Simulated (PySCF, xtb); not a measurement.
WCl₃, SMILES [Cl][W]([Cl])[Cl] (connectivity only; charge and spin as stated), neutral, multiplicity 4.

Harmonic wavenumbers (cm⁻¹) from GFN2-xTB (xtb 6.7.1) at its own minimum, in rising order: 76, 99, 99, 336, 362, 362.

What does PBE-D3(BJ)/def2-SVP run with PySCF give at its own minimum? (An estimate is asked for; the answer gives what the named calculation found.)

77, 93, 93, 381, 405, 405. Paired by order, the mean absolute difference is 24 cm⁻¹ and the zero-point energies are 1.9 and 2.1 kcal/mol.
